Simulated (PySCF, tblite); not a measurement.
Compound: C5H13BO2Si.
Atom-mapped SMILES: `[CH2:1]=[CH:2][BH:3][CH2:4][Si:5]([OH:6])([OH:7])[CH2:8][CH3:9]` (hydrogens: H10, H11 on C1; H12 on C2; H13 on B3; H14, H15 on C4; H16 on O6; H17 on O7; H18, H19 on C8; H20, H21, H22 on C9)

Cartesian coordinates in Å at the GFN2-xTB level; atoms count from 1:
```
atom  x, y, z in Å
C1     3.4369   -0.5984   -1.2289
C2     2.5626    0.1644   -0.5753
B3     1.2014    0.6331   -1.1606
C4     0.2308    1.4592   -0.2771
Si5   -0.7756    0.2211    0.7959
O6     0.2145   -0.4987    1.8912
O7    -1.8791    1.0075    1.6990
C8    -1.6819   -1.0541   -0.2877
C9    -2.5791   -0.4227   -1.3482
H10    4.3777   -0.9182   -0.8037
H11    3.2418   -0.9324   -2.2359
H12    2.8350    0.4687    0.4326
H13    0.8972    0.2932   -2.2420
H14   -0.4806    2.0588   -0.8394
H15    0.7391    2.1191    0.4261
H16    1.0123   -0.9235    1.5901
H17   -1.7132    1.1295    2.6305
H18   -2.2901   -1.7012    0.3461
H19   -0.9528   -1.6986   -0.7827
H20   -3.1198   -1.1857   -1.9056
H21   -1.9854    0.1575   -2.0495
H22   -3.3021    0.2404   -0.8813
```

Jobs on this species (22 atoms, 78 electrons) with PySCF (density fitting) and tblite. Hardware of each: Arm Neoverse N1, one thread, no GPU, on a shared host. Times come from a shared host and carry two figures at best.

Question: Rank these jobs by wall time, shortest first.
A. GFN2-xTB; Hessian by finite differences
B. PBE0/pcSseg-1; shieldings, charges and field gradients; 225 basis functions
C. GFN2-xTB; L-BFGS relaxation

Answer: A (1.8 s), C (3.4 s), B (88 s).

All jobs:

```csv
level and settings,work,basis functions,SCF cycles,wall time
GFN2-xTB,Hessian by finite differences,–,–,1.8 s
GFN2-xTB,L-BFGS relaxation,–,–,3.4 s
PBE0/pcSseg-1,"shieldings, charges and field gradients",225,14,88 s
```

Question: What do all jobs in the table cost together?

Answer: About 93 s; the longest takes about 94 % of that, and about 49 times as long as the shortest.
